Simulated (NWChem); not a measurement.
System: MgHCl; SMILES [MgH][Cl]

Output (shortened):

```
             Northwest Computational Chemistry Package (NWChem) 7.3.0
             --------------------------------------------------------

                             Geometry "geometry" -> ""
                             -------------------------

 Output coordinates in angstroms (scale by  1.889725989 to convert to a.u.)

  No.       Tag          Charge          X              Y              Z
 ---- ---------------- ---------- -------------- -------------- --------------
    1 Mg                  12.0000    -0.00192900     1.13578500     0.00000000
    2 H                    1.0000    -0.00770900     2.82904400     0.00000000
    3 Cl                  17.0000     0.00142200    -1.07564600     0.00000000

 Effective nuclear repulsion energy (a.u.)      54.8695769742

                              NWChem Property Module
                              ----------------------

  itol2e modified to match energy
  convergence criterion.

                                 NWChem DFT Module
                                 -----------------

 Summary of "ao basis" -> "ao basis" (spherical)
 ------------------------------------------------------------------------------
       Tag                 Description            Shells   Functions and Types
 ---------------- ------------------------------  ------  ---------------------
 Mg                          6-31g*                  8       18   4s3p1d
 H                           6-31g*                  2        2   2s
 Cl                          6-31g*                  8       18   4s3p1d

  itol2e modified to match energy
  convergence criterion.

            General Information
            -------------------
          SCF calculation type: DFT
          Wavefunction type:  closed shell.
          No. of atoms     :     3
          No. of electrons :    30
           Alpha electrons :    15
            Beta electrons :    15
          Charge           :     0
          Spin multiplicity:     1
          Use of symmetry is: off; symmetry adaption is: off
          Maximum number of iterations: 150
          AO basis - number of functions:    38
                     number of shells:    18
          Convergence on energy requested:  1.00D-07
          Convergence on density requested:  1.00D-05
          Convergence on gradient requested:  5.00D-04

              XC Information
              --------------
                         B3LYP Method XC Potential
                     Hartree-Fock (Exact) Exchange  0.200
                        Slater Exchange Functional  0.800 local
                    Becke 1988 Exchange Functional  0.720 non-local
              Lee-Yang-Parr Correlation Functional  0.810
                  VWN I RPA Correlation Functional  0.190 local

             Grid Information
             ----------------
          Grid used for XC integration:  fine
          Radial quadrature: Mura-Knowles
          Angular quadrature: Lebedev.
          Tag              B.-S. Rad. Rad. Pts. Rad. Cut. Ang. Pts.
          ---              ---------- --------- --------- ---------
          Mg                  1.50      123           8.0       770
          H                   0.35       60          11.0       590
          Cl                  1.00      123          10.0       770
          Grid pruning is: on
          Number of quadrature shells:   306
          Spatial weights used:  Erf1

      Superposition of Atomic Density Guess
      -------------------------------------

 Sum of atomic energies:        -659.54403455

      Non-variational initial energy
      ------------------------------

 Total energy =    -659.607608
 1-e energy   =   -1024.154711
 2-e energy   =     309.677526
 HOMO         =      -0.375161
 LUMO         =      -0.027178

   convergence    iter        energy       DeltaE   RMS-Dens  Diis-err
 ---------------- ----- ----------------- --------- --------- ---------
 d= 0,ls=0.0,diis     1   -660.9062306153 -7.16D+02  2.35D-02  1.77D-01
 d= 0,ls=0.0,diis     2   -660.9077146391 -1.48D-03  1.27D-02  1.62D-01
 d= 0,ls=0.0,diis     3   -660.9362216346 -2.85D-02  2.00D-03  5.51D-03
 d= 0,ls=0.0,diis     4   -660.9371263961 -9.05D-04  3.78D-04  1.43D-04
 d= 0,ls=0.0,diis     5   -660.9371572765 -3.09D-05  3.68D-05  1.81D-06
 d= 0,ls=0.0,diis     6   -660.9371575526 -2.76D-07  9.74D-06  8.66D-08
 d= 0,ls=0.0,diis     7   -660.9371575730 -2.04D-08  2.69D-06  4.17D-09

         Total DFT energy =     -660.937157572994
      One electron energy =    -1025.447583073987
           Coulomb energy =      354.841272385123
    Exchange-Corr. energy =      -45.200423858292
 Nuclear repulsion energy =       54.869576974162

 Numeric. integr. density =       30.000000359010

                       DFT Final Molecular Orbital Analysis
                       ------------------------------------

 Vector   13  Occ=2.000000D+00  E=-3.034178D-01
              MO Center=  1.2D-03, -9.9D-01, -1.6D-06, r^2= 1.3D+00
   Bfn.  Coefficient  Atom+Function         Bfn.  Coefficient  Atom+Function
  ----- ------------  ---------------      ----- ------------  ---------------
    27      0.694576  3 Cl px                31      0.388845  3 Cl px
    23     -0.274148  3 Cl px                 7      0.083671  1 Mg px
    14     -0.054360  1 Mg d -2               3     -0.039316  1 Mg px
    11      0.036631  1 Mg px

 Vector   14  Occ=2.000000D+00  E=-3.034178D-01
              MO Center=  1.3D-03, -9.9D-01,  1.6D-06, r^2= 1.3D+00
   Bfn.  Coefficient  Atom+Function         Bfn.  Coefficient  Atom+Function
  ----- ------------  ---------------      ----- ------------  ---------------
    29      0.694578  3 Cl pz                33      0.388846  3 Cl pz
    25     -0.274148  3 Cl pz                 9      0.083671  1 Mg pz
    15     -0.054360  1 Mg d -1               5     -0.039315  1 Mg pz
    13      0.036631  1 Mg pz

 Vector   15  Occ=2.000000D+00  E=-2.981264D-01
              MO Center= -5.4D-03,  2.0D+00, -4.9D-10, r^2= 3.0D+00
   Bfn.  Coefficient  Atom+Function         Bfn.  Coefficient  Atom+Function
  ----- ------------  ---------------      ----- ------------  ---------------
    20      0.324433  2 H  s                 19      0.294655  2 H  s
    28     -0.291286  3 Cl py                 8      0.265883  1 Mg py
     6      0.216758  1 Mg s                 32     -0.143272  3 Cl py
     4     -0.134769  1 Mg py                10      0.132764  1 Mg s
    24      0.113648  3 Cl py                 2     -0.107028  1 Mg s

 Vector   16  Occ=0.000000D+00  E=-4.490583D-02
              MO Center=  1.3D-02,  8.4D-01,  6.9D-10, r^2= 5.1D+00
   Bfn.  Coefficient  Atom+Function         Bfn.  Coefficient  Atom+Function
  ----- ------------  ---------------      ----- ------------  ---------------
    10      0.887286  1 Mg s                 20     -0.432942  2 H  s
    30     -0.376458  3 Cl s                  6      0.334601  1 Mg s
    12     -0.324813  1 Mg py                28     -0.227911  3 Cl py
    32     -0.215518  3 Cl py                 2     -0.170125  1 Mg s
    19     -0.157824  2 H  s                 26     -0.153694  3 Cl s

 Vector   17  Occ=0.000000D+00  E=-2.705716D-02
              MO Center= -2.0D-03,  1.2D+00,  1.7D-08, r^2= 6.0D+00
   Bfn.  Coefficient  Atom+Function         Bfn.  Coefficient  Atom+Function
  ----- ------------  ---------------      ----- ------------  ---------------
    13      0.706908  1 Mg pz                 9      0.422861  1 Mg pz
    33     -0.199168  3 Cl pz                29     -0.177684  3 Cl pz
     5     -0.151695  1 Mg pz                25      0.068122  3 Cl pz
    15      0.035794  1 Mg d -1

 Vector   18  Occ=0.000000D+00  E=-2.705617D-02
              MO Center= -1.7D-02,  1.2D+00, -1.7D-08, r^2= 6.0D+00
   Bfn.  Coefficient  Atom+Function         Bfn.  Coefficient  Atom+Function
  ----- ------------  ---------------      ----- ------------  ---------------
    11      0.706883  1 Mg px                 7      0.422845  1 Mg px
    31     -0.199164  3 Cl px                27     -0.177681  3 Cl px
     3     -0.151688  1 Mg px                23      0.068121  3 Cl px
    14      0.035790  1 Mg d -2

     Multipole analysis of the density
     ---------------------------------

     L   x y z        total         alpha         beta         nuclear
     -   - - -        -----         -----         ----         -------
     0   0 0 0     -0.000000    -15.000000    -15.000000     30.000000

     1   1 0 0      0.001783      0.007206      0.007206     -0.012629
     1   0 1 0      0.665292      2.059400      2.059400     -3.453508
     1   0 0 1      0.000000      0.000000      0.000000      0.000000

     2   2 0 0    -16.432553     -8.216523     -8.216523      0.000494
     2   1 1 0      0.024373      0.144499      0.144499     -0.264626
     2   1 0 1     -0.000000     -0.000000     -0.000000      0.000000
     2   0 2 0    -24.290383    -89.195947    -89.195947    154.101510
     2   0 1 1     -0.000000     -0.000000     -0.000000      0.000000
     2   0 0 2    -16.432485     -8.216242     -8.216242      0.000000

          -----------------------------------------
          Chemical Shielding Tensors (GIAO, in ppm)
          -----------------------------------------

                                NWChem CPHF Module
                                ------------------

  scftype          =     RHF
  nclosed          =       15
  nopen            =        0
  variables        =      345
  # of vectors     =        3
  tolerance        = 0.10D-03
  level shift      = 0.00D+00
  max iterations   =       50
  max subspace     =       30

 SCF residual:    6.9461574641753963E-006

Iterative solution of linear equations
  No. of variables      345
  No. of equations        3
  Maximum subspace       30
        Iterations       50
       Convergence  1.0D-04

   iter   nsub   residual    time
   ----  ------  --------  ---------
     1      3    3.76D-01       3.4
     2      6    6.54D-03       4.0
     3      9    3.66D-04       4.5
     4     12    1.66D-05       5.0

      Atom:    1  Mg
        Diamagnetic
    715.0049      0.0154     -0.0000
      0.0154    710.9027      0.0000
     -0.0000      0.0000    715.0050

        Paramagnetic
   -275.3724     -0.6577      0.0000
     -0.6577     -0.0017      0.0000
      0.0000      0.0000   -275.3741

        Total Shielding Tensor
    439.6325     -0.6423      0.0000
     -0.6423    710.9010      0.0000
      0.0000      0.0000    439.6309

           isotropic =     530.0548
          anisotropy =     271.2716

          Principal Components and Axis System
                 1           2           3
              710.9025    439.6310    439.6309

      1        -0.0024      1.0000     -0.0002
      2         1.0000      0.0024     -0.0000
      3         0.0000      0.0002      1.0000

      Atom:    2  H
        Diamagnetic
     23.7546     -0.0294     -0.0000
     -0.0294     32.2577     -0.0000
     -0.0000     -0.0000     23.7545

        Paramagnetic
      0.3066      0.0041      0.0000
      0.0041      0.0000      0.0000
      0.0000      0.0000      0.3066

        Total Shielding Tensor
     24.0612     -0.0253      0.0000
     -0.0253     32.2577      0.0000
      0.0000      0.0000     24.0611

           isotropic =      26.7933
          anisotropy =       8.1967

          Principal Components and Axis System
                 1           2           3
               32.2578     24.0611     24.0611

      1        -0.0031      1.0000     -0.0001
      2         1.0000      0.0031     -0.0000
      3         0.0000      0.0001      1.0000

      Atom:    3  Cl
        Diamagnetic
   1146.1604     -0.0051      0.0000
     -0.0051   1150.9888     -0.0000
      0.0000     -0.0000   1146.1604

        Paramagnetic
   -198.4423     -0.3829     -0.0000
     -0.3829     -0.0008      0.0000
     -0.0000      0.0000   -198.4463

        Total Shielding Tensor
    947.7182     -0.3880     -0.0000
     -0.3880   1150.9880      0.0000
     -0.0000      0.0000    947.7141

           isotropic =    1015.4734
          anisotropy =     203.2730

          Principal Components and Axis System
                 1           2           3
             1150.9888    947.7174    947.7141

      1        -0.0019      1.0000      0.0000
      2         1.0000      0.0019      0.0000
      3         0.0000     -0.0000      1.0000
```

Level: B3LYP/6-31G* (spherical d), GIAO. The geometry was optimised at B3LYP/6-31G* (spherical d). The printed shielding anisotropy is the first printed principal value minus the mean of the other two.

### Question
Which NWChem input produces such a log?

### Answer
This is not unique; one that fits is the input that was run:
```
start job
memory heap 200 mb stack 900 mb global 1100 mb
geometry units angstroms noautosym nocenter noautoz
  Mg    -0.001929     1.135785     0.000000
  H     -0.007709     2.829044     0.000000
  Cl     0.001422    -1.075646     0.000000
end
basis spherical
  * library 6-31g*
end
dft
  xc b3lyp
  iterations 150
end
property
  shielding
end
task dft property
```
